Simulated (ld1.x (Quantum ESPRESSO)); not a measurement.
# Pseudopotential generation for Li: PAW, LDA (PZ), scalar-relativistic.

```json
{
 "Element": "lithium",
 "Generator": "ld1.x (Quantum ESPRESSO) 7.5",
 "Type": "PAW",
 "Functional": "LDA (PZ)",
 "Relativity": "scalar-relativistic",
 "Frozen core": "none",
 "Valence charge": "3",
 "Reference configuration": "1s2 2s1 2p0",
 "Partial waves": "1s (bound): rcut 1.20, rcutus 1.40 bohr; 2s (bound): rcut 1.20, rcutus 1.40 bohr; 2p (bound, empty): rcut 4.50, rcutus 4.75 bohr; 2p channel at 0.3 Ry: rcut 4.50, rcutus 4.75 bohr",
 "Local potential": "all-electron potential smoothed inside 2.65 bohr (lloc = -1)",
 "Core correction": "none",
 "Augmentation charge": "PSQ, inside the norm-conserving radii"
}
```

Results:

| Quantity | Value |
| --- | --- |
| Cutoffs needed | 40 Ry and 50 Ry (the cutoffs (Ry, on a coarse ladder) from which the occupation-weighted sum of valence levels, in a spherical-Bessel basis at the reference potential, stays within 10 and 1 mRy of its value at 400 Ry) |
| Ghost test | no extra level below or beside the all-electron valence levels (s, p, d, f tested) (spherical-Bessel basis up to 400 Ry, 20 bohr box) |
| Configuration tests | test run stopped at test 2 of 6 (negative rho), 1 before it not solved; not counted: 1s2 2s0 2p0 (solver errors, printed error -75.2 eV) |
| Lowest eigenvalue of the overlap operator | 0.14 (s channel) |
| Density cutoff estimated by the generator | 130 Ry |

Generation and tests took about 0.6 s on one core of a shared server CPU.
